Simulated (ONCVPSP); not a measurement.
# Which change was made? (Ce, ONCV)

| Item | Value |
| --- | --- |
| Element | cerium |
| Generator | ONCVPSP 4.0.1 |
| Type | optimised norm-conserving Vanderbilt (ONCV) |
| Functional | PBE |
| Relativity | fully relativistic |
| Frozen core | [Kr] 4d10 |
| Valence charge | 12 |
| Reference configuration | 4f1 5s2 5p6 5d1 6s0.5 (charge +1.5) |
| Partial waves | 5s+6s: rc 2.60 bohr, ncon 4, nbas 9, qcut 4.6 1/bohr, 2 projectors; 5p: rc 2.65 bohr, ncon 4, nbas 8, qcut 5.8 1/bohr, 2 projectors, debl 2.1 Ha; 5d: rc 3.25 bohr, ncon 4, nbas 8, qcut 3.9 1/bohr, 2 projectors, debl 1.9 Ha; 4f: rc 1.85 bohr, ncon 4, nbas 9, qcut 7.8 1/bohr, 2 projectors, debl 3 Ha |
| Local potential | polynomial inside 1.65 bohr (lpopt 1, dvloc0 1 Ha) |
| Core correction | Teter function fitted to the true core (icmod 2), fcfact 0.2 |

Open shells are filled in proportion to 2j + 1.

Cutoffs, loose and tight: the cutoffs (Ha) at which the residual kinetic energy of the hardest occupied pseudo-wave falls to 1 and 0.1 mHa per electron. They do not see the model core or the augmentation charge, which bear on the density cutoff. Test errors are all-electron minus pseudo excitation energies from the reference, over the configurations 4f1 5s2 5p6 5d1 6s2; 4f1 5s2 5p6 5d1 6s1; 4f1 5s2 5p6 5d1 6s0; 4f0 5s2 5p6 5d2 6s1; variants that change the core or the reference have their own tests. The largest error is taken over the tests solved by every variant that gives reliable tests at all, those not shown here included: 4f0 5s2 5p6 5d2 6s1; 4f1 5s2 5p6 5d1 6s0; 4f1 5s2 5p6 5d1 6s2.

The base gives: outcome: generated; cutoff, loose: 31 Ha; cutoff, tight: 95 Ha; bound ghosts: none; GHOST(+) flags above zero: s, d3/2; largest test error (meV): +767.

Question: After one change the result is: outcome: generated; cutoff, loose: 31 Ha; cutoff, tight: 95 Ha; bound ghosts: none; GHOST(+) flags above zero: s, d5/2, d3/2; largest test error (meV): -17. Which change was it?
A. f: qcut 5.9
B. d: nbas 9
C. reference 4f1 5s2 5p6 5d1.5 6s1.5
D. all radii but the core radius scaled by about 1.24 (s 3.22, p 3.28, d 4.02, f 2.28 bohr); local potential polynomial inside 2.04 bohr (lpopt 1, dvloc0 1 Ha)

Answer: C. The others give: all radii but the core radius scaled by about 1.24 (s 3.22, p 3.28, d 4.02, f 2.28 bohr); local potential polynomial inside 2.04 bohr (lpopt 1, dvloc0 1 Ha) → outcome: generated, projector energies reset by the program; cutoff, loose: 25 Ha; cutoff, tight: 27 Ha; bound ghosts: none; GHOST(+) flags above zero: none; largest test error (meV): +1045 | d: nbas 9 → outcome: generated; cutoff, loose: 31 Ha; cutoff, tight: 95 Ha; bound ghosts: d3/2; GHOST(+) flags above zero: s, d5/2; largest test error (meV): +765 | f: qcut 5.9 → outcome: generated; cutoff, loose: 104 Ha; cutoff, tight: 145 Ha; bound ghosts: none; GHOST(+) flags above zero: s, d3/2; largest test error (meV): +1080.
